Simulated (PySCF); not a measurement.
C2H6AlNO.
Bonds: C1–N2 (triple), N2–Al3, Al3–O4, O4–C5. Hydrogens: H6 on C1; H7, H8 on Al3; H9, H10, H11 on C5.

Computed with PBE0-D3(BJ)/def2-SVP geometry optimisation, gas phase (PySCF 2.14.0).

(1) Give the optimised bond lengths and angles.

Results:

(1) 
```json
{"bond": "C1≡N2", "length (Å)": "1.148"}
{"bond": "N2–Al3", "length (Å)": "2.097"}
{"bond": "Al3–O4", "length (Å)": "1.724"}
{"bond": "O4–C5", "length (Å)": "1.381"}
{"bond": "C1–H6", "length (Å)": "1.081"}
{"bond": "Al3–H7, Al3–H8", "length (Å)": "1.596"}
{"bond": "C5–H9, C5–H10, C5–H11", "length (Å)": "1.109"}
```

Bonds in one row agree within 0.01 Å and their mean is given. A selection of angles:
```json
{"angle": "N2–C1–H6", "degrees": "179.8"}
{"angle": "C1–N2–Al3", "degrees": "176.9"}
{"angle": "N2–Al3–O4", "degrees": "99.0"}
{"angle": "N2–Al3–H7", "degrees": "98.1"}
{"angle": "O4–Al3–H7", "degrees": "117.4"}
{"angle": "O4–Al3–H8", "degrees": "114.9"}
{"angle": "H7–Al3–H8", "degrees": "121.9"}
{"angle": "Al3–O4–C5", "degrees": "133.8"}
{"angle": "O4–C5–H9", "degrees": "111.8"}
{"angle": "O4–C5–H11", "degrees": "113.4"}
{"angle": "H9–C5–H10", "degrees": "106.6"}
```

Torsions: N2–Al3–O4–C5 88° (synclinal). The mirror-image conformer, all signs reversed, is as good.

Al3 (aluminium bonded to N, O and 2 H) is distorted tetrahedral (angles from 97.0° to 121.9°).

Point group: C1 (no symmetry element, even within 0.4 Å). No PBE0-D3(BJ)/def2-SVP frequencies stand behind this structure, so it isn't proved a minimum. One conformer, not necessarily the lowest.
